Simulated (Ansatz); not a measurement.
Born–Oppenheimer molecular dynamics of a periodic cell of 17 atoms, Ba16O (host Ba, host structure bcc, interstitial O). It goes on from the last frame of an earlier run, with new velocities.

These are results of Ansatz 0.2.0, DFT PBEsol, scalar-relativistic, plane waves, PAW, not measurements. Settings: cutoff 420 eV, k mesh 1x1x1, fermi-dirac smearing 0.1 eV, no spin polarisation.

- ensemble: NVT, Langevin thermostat
- time step: 1 fs
- steps asked: 300
- set temperature: 1260 K
- friction: 0.05 /fs
- seed: 942066

Frames 20 fs apart, positions in Å.

Velocities at 50.0 fs (Å/ps):

```
Ba 0.25 1.69 3.37
Ba -3.47 -2.02 -3.31
Ba -0.13 -0.82 1.16
Ba 2.95 1.02 3.93
Ba -0.28 -2.96 1.95
Ba -0.68 2.21 -1.02
Ba -1.01 1.18 0.71
Ba -2.44 1.47 4.02
Ba 3.25 2.73 -1.15
Ba -1.57 5.32 0.34
Ba 1.98 2.84 4.52
Ba 2.58 -0.56 -1.75
Ba 4.88 4.52 0.68
Ba 0.39 -1.05 1.93
Ba 1.48 1.82 3.59
Ba 2.35 4.16 2.26
O 0.57 -0.86 9.02
```

```xyz
17
Lattice="10.0400 0.0000 0.0000 0.0000 10.0400 0.0000 0.0000 0.0000 10.0400" Properties=species:S:1:pos:R:3 time_fs=50.0 energy_less_start_eV=0.045 T=1013
Ba 0.473 0.011 0.138
Ba 4.584 0.171 -0.269
Ba 0.124 4.866 -0.031
Ba -0.252 0.314 5.116
Ba 2.695 2.776 2.655
Ba 5.288 5.136 -0.004
Ba 5.195 -0.018 5.245
Ba 7.495 2.713 2.614
Ba -0.214 4.747 4.846
Ba 2.902 7.140 2.676
Ba 2.401 2.551 7.502
Ba 5.020 4.750 5.032
Ba 7.637 7.438 2.978
Ba 7.373 2.481 7.607
Ba 2.362 7.858 7.477
Ba 7.381 7.178 7.248
O 2.254 -0.396 9.015
17
Lattice="10.0400 0.0000 0.0000 0.0000 10.0400 0.0000 0.0000 0.0000 10.0400" Properties=species:S:1:pos:R:3 time_fs=70.0 energy_less_start_eV=-0.073 T=1744
Ba 0.377 0.024 0.269
Ba 4.503 0.088 -0.311
Ba 0.082 4.842 0.045
Ba -0.212 0.341 5.166
Ba 2.713 2.744 2.670
Ba 5.231 5.201 -0.044
Ba 5.208 0.021 5.324
Ba 7.504 2.719 2.627
Ba -0.117 4.782 4.854
Ba 2.890 7.178 2.709
Ba 2.506 2.588 7.606
Ba 5.032 4.732 5.044
Ba 7.657 7.455 2.973
Ba 7.379 2.455 7.661
Ba 2.367 7.891 7.544
Ba 7.385 7.264 7.325
O 2.279 -0.428 9.199
17
Lattice="10.0400 0.0000 0.0000 0.0000 10.0400 0.0000 0.0000 0.0000 10.0400" Properties=species:S:1:pos:R:3 time_fs=90.0 energy_less_start_eV=-0.093 T=1187
Ba 0.271 -0.004 0.373
Ba 4.476 -0.036 -0.281
Ba 0.053 4.845 0.087
Ba -0.179 0.306 5.174
Ba 2.692 2.663 2.738
Ba 5.158 5.169 -0.071
Ba 5.194 0.032 5.375
Ba 7.545 2.666 2.541
Ba 0.017 4.757 4.870
Ba 2.892 7.227 2.689
Ba 2.505 2.627 7.721
Ba 5.045 4.694 5.131
Ba 7.708 7.468 2.955
Ba 7.356 2.347 7.721
Ba 2.341 7.881 7.598
Ba 7.415 7.277 7.378
O 2.351 -0.468 9.226
17
Lattice="10.0400 0.0000 0.0000 0.0000 10.0400 0.0000 0.0000 0.0000 10.0400" Properties=species:S:1:pos:R:3 time_fs=110.0 energy_less_start_eV=-0.051 T=1061
Ba 0.233 0.006 0.424
Ba 4.496 -0.124 -0.271
Ba 0.072 4.894 0.052
Ba -0.159 0.272 5.226
Ba 2.666 2.619 2.789
Ba 5.077 5.207 -0.073
Ba 5.193 0.089 5.344
Ba 7.527 2.617 2.566
Ba 0.134 4.738 4.844
Ba 2.954 7.310 2.628
Ba 2.477 2.650 7.786
Ba 5.049 4.662 5.094
Ba 7.719 7.445 2.919
Ba 7.325 2.275 7.700
Ba 2.256 7.853 7.684
Ba 7.428 7.277 7.408
O 2.187 -0.355 9.270
17
Lattice="10.0400 0.0000 0.0000 0.0000 10.0400 0.0000 0.0000 0.0000 10.0400" Properties=species:S:1:pos:R:3 time_fs=130.0 energy_less_start_eV=0.178 T=1109
Ba 0.209 0.063 0.439
Ba 4.481 -0.149 -0.224
Ba 0.098 4.940 -0.037
Ba -0.145 0.239 5.244
Ba 2.761 2.551 2.815
Ba 5.096 5.219 -0.080
Ba 5.227 0.100 5.305
Ba 7.558 2.590 2.628
Ba 0.192 4.710 4.821
Ba 2.989 7.332 2.629
Ba 2.445 2.681 7.733
Ba 5.037 4.671 5.134
Ba 7.709 7.300 2.908
Ba 7.290 2.232 7.653
Ba 2.185 7.880 7.824
Ba 7.457 7.336 7.451
O 2.221 -0.417 9.265
17
Lattice="10.0400 0.0000 0.0000 0.0000 10.0400 0.0000 0.0000 0.0000 10.0400" Properties=species:S:1:pos:R:3 time_fs=150.0 energy_less_start_eV=0.324 T=1649
Ba 0.209 0.111 0.496
Ba 4.425 -0.087 -0.174
Ba 0.098 4.974 -0.105
Ba -0.146 0.258 5.241
Ba 2.808 2.494 2.784
Ba 5.185 5.187 -0.069
Ba 5.233 0.058 5.234
Ba 7.620 2.594 2.744
Ba 0.161 4.740 4.874
Ba 3.025 7.295 2.600
Ba 2.492 2.656 7.724
Ba 5.044 4.696 5.167
Ba 7.660 7.307 2.913
Ba 7.260 2.114 7.590
Ba 2.170 7.844 7.828
Ba 7.492 7.385 7.434
O 2.231 -0.216 8.941
17
Lattice="10.0400 0.0000 0.0000 0.0000 10.0400 0.0000 0.0000 0.0000 10.0400" Properties=species:S:1:pos:R:3 time_fs=170.0 energy_less_start_eV=0.251 T=1177
Ba 0.229 0.097 0.495
Ba 4.366 -0.079 -0.175
Ba 0.006 4.957 -0.103
Ba -0.092 0.227 5.208
Ba 2.750 2.520 2.760
Ba 5.310 5.156 -0.125
Ba 5.197 -0.031 5.168
Ba 7.639 2.622 2.845
Ba 0.180 4.732 4.990
Ba 3.131 7.282 2.634
Ba 2.537 2.585 7.687
Ba 5.019 4.663 5.195
Ba 7.594 7.290 2.883
Ba 7.258 2.039 7.590
Ba 2.208 7.847 7.768
Ba 7.546 7.392 7.397
O 2.245 0.076 8.854
17
Lattice="10.0400 0.0000 0.0000 0.0000 10.0400 0.0000 0.0000 0.0000 10.0400" Properties=species:S:1:pos:R:3 time_fs=190.0 energy_less_start_eV=0.319 T=1191
Ba 0.248 0.062 0.491
Ba 4.333 -0.066 -0.157
Ba -0.014 4.940 -0.055
Ba -0.006 0.161 5.182
Ba 2.678 2.586 2.777
Ba 5.365 5.154 -0.194
Ba 5.205 -0.033 5.079
Ba 7.655 2.640 2.921
Ba 0.173 4.725 5.034
Ba 3.248 7.296 2.683
Ba 2.546 2.566 7.671
Ba 5.062 4.665 5.182
Ba 7.541 7.330 2.840
Ba 7.275 2.025 7.568
Ba 2.238 7.863 7.704
Ba 7.644 7.397 7.294
O 2.217 0.194 8.894
17
Lattice="10.0400 0.0000 0.0000 0.0000 10.0400 0.0000 0.0000 0.0000 10.0400" Properties=species:S:1:pos:R:3 time_fs=210.0 energy_less_start_eV=0.541 T=1106
Ba 0.273 0.006 0.432
Ba 4.311 -0.065 -0.171
Ba -0.032 4.925 -0.017
Ba 0.027 0.099 5.237
Ba 2.654 2.635 2.715
Ba 5.381 5.247 -0.257
Ba 5.220 -0.038 4.998
Ba 7.744 2.606 3.028
Ba 0.160 4.707 5.055
Ba 3.298 7.332 2.697
Ba 2.479 2.531 7.735
Ba 5.086 4.686 5.164
Ba 7.490 7.287 2.816
Ba 7.294 1.970 7.516
Ba 2.233 7.849 7.631
Ba 7.699 7.474 7.234
O 2.203 0.165 8.963
17
Lattice="10.0400 0.0000 0.0000 0.0000 10.0400 0.0000 0.0000 0.0000 10.0400" Properties=species:S:1:pos:R:3 time_fs=230.0 energy_less_start_eV=0.796 T=1136
Ba 0.294 -0.004 0.396
Ba 4.297 -0.122 -0.235
Ba -0.023 5.002 -0.033
Ba 0.106 0.082 5.234
Ba 2.650 2.652 2.730
Ba 5.358 5.340 -0.294
Ba 5.280 -0.107 4.971
Ba 7.849 2.595 3.052
Ba 0.143 4.700 5.063
Ba 3.233 7.298 2.734
Ba 2.448 2.480 7.801
Ba 5.106 4.632 5.140
Ba 7.402 7.218 2.799
Ba 7.238 1.933 7.502
Ba 2.217 7.847 7.587
Ba 7.695 7.511 7.222
O 2.155 0.125 9.049
17
Lattice="10.0400 0.0000 0.0000 0.0000 10.0400 0.0000 0.0000 0.0000 10.0400" Properties=species:S:1:pos:R:3 time_fs=250.0 energy_less_start_eV=0.828 T=1399
Ba 0.278 0.008 0.410
Ba 4.318 -0.069 -0.307
Ba -0.080 5.046 -0.044
Ba 0.183 0.066 5.217
Ba 2.631 2.659 2.740
Ba 5.360 5.341 -0.321
Ba 5.289 -0.143 4.981
Ba 7.980 2.618 2.995
Ba 0.101 4.732 5.060
Ba 3.128 7.220 2.760
Ba 2.392 2.466 7.758
Ba 5.109 4.557 5.129
Ba 7.394 7.191 2.709
Ba 7.223 1.906 7.479
Ba 2.200 7.829 7.576
Ba 7.644 7.562 7.236
O 2.136 0.001 9.072
17
Lattice="10.0400 0.0000 0.0000 0.0000 10.0400 0.0000 0.0000 0.0000 10.0400" Properties=species:S:1:pos:R:3 time_fs=270.0 energy_less_start_eV=0.740 T=1748
Ba 0.259 -0.009 0.499
Ba 4.452 -0.016 -0.257
Ba -0.158 5.038 -0.102
Ba 0.212 -0.024 5.176
Ba 2.591 2.655 2.711
Ba 5.372 5.298 -0.368
Ba 5.259 -0.166 5.016
Ba 8.015 2.575 2.994
Ba 0.164 4.759 5.099
Ba 3.113 7.182 2.769
Ba 2.380 2.467 7.708
Ba 5.057 4.472 5.161
Ba 7.438 7.164 2.660
Ba 7.246 1.971 7.517
Ba 2.164 7.847 7.585
Ba 7.608 7.577 7.243
O 2.139 -0.308 9.006
```

Of the whole run (300 fs, mean temperature of the second half 1264 K): A run of 0.3 ps of so small a system gives no equilibrium averages. Limits of this set-up: coarse k mesh.

The run took 20 min on 2 threads of Arm Neoverse V1 (shared host), peak memory 0.81 GiB.
